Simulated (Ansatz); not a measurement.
Mg3N2⁻, 5 atoms. Hardware: 4 threads of Arm Neoverse V1 on a shared host.

Correlated methods freeze 5 core orbitals; core or outer-core shells of Mg are correlated, in sets that lack core-valence functions. In CCSD on the charge -1 doublet the largest single amplitude is 0.16, so its Hartree–Fock determinant may place the open shell otherwise than the density functionals do.

Q: How many basis functions does each of these Ansatz runs have, and roughly what does it cost? RPA@PBE/def2-TZVPD, charge -1 quartet, energy, from earlier orbitals; CCSD(T)/def2-SVPD, charge -1 doublet, energy, from earlier orbitals; LC-ωPBE/def2-TZVPD, charge -1 quartet, energy, from earlier orbitals; PBE-D4/def2-TZVPD, charge 0 singlet at the geometry of the charge -1 doublet, energy, from earlier orbitals; B3LYP-D4/def2-SVPD, charge -1 doublet, frequencies; LDA (SPW92)/def2-TZVPD, charge -1 quartet, energy, from earlier orbitals; MP2/def2-TZVPD, charge -1 quartet, energy, from earlier orbitals; LC-ωPBE/def2-TZVPD, charge -1 doublet, energy, from earlier orbitals; r2SCAN-D4/def2-TZVPD, charge -1 doublet, energy, from earlier orbitals; B3LYP-D4/def2-SVPD, charge -1 doublet, relaxation, 10 steps; r2SCAN-D4/def2-TZVPD, charge 0 triplet at the geometry of the charge -1 doublet, energy, from earlier orbitals; PBE0-D4/def2-SVPD, charge -1 doublet, energy, from earlier orbitals.

A: Other jobs shared the machine, so times can vary by a factor of up to 3. A dash marks memory too small to be measured apart from the calling script's.

```csv
run,functions,fitting or Cholesky vectors,wall time,peak host memory (GiB)
"LDA (SPW92)/def2-TZVPD, charge -1 quartet, energy, from earlier orbitals",179,1282,1.8 s,–
"PBE-D4/def2-TZVPD, charge 0 singlet at the geometry of the charge -1 doublet, energy, from earlier orbitals",179,1282,2.1 s,–
"MP2/def2-TZVPD, charge -1 quartet, energy, from earlier orbitals",179,1400,4.2 s,–
"PBE0-D4/def2-SVPD, charge -1 doublet, energy, from earlier orbitals",103,855,6.5 s,–
"LC-ωPBE/def2-TZVPD, charge -1 quartet, energy, from earlier orbitals",179,1282,7.5 s,–
"RPA@PBE/def2-TZVPD, charge -1 quartet, energy, from earlier orbitals",179,1400,8 s,–
"r2SCAN-D4/def2-TZVPD, charge 0 triplet at the geometry of the charge -1 doublet, energy, from earlier orbitals",179,1282,11 s,–
"r2SCAN-D4/def2-TZVPD, charge -1 doublet, energy, from earlier orbitals",179,1282,11 s,–
"LC-ωPBE/def2-TZVPD, charge -1 doublet, energy, from earlier orbitals",179,1282,12 s,0.69
"B3LYP-D4/def2-SVPD, charge -1 doublet, relaxation, 10 steps",103,1006,36 s,–
"B3LYP-D4/def2-SVPD, charge -1 doublet, frequencies",103,1007,53 s,–
"CCSD(T)/def2-SVPD, charge -1 doublet, energy, from earlier orbitals",103,855,67 s,1.3
```
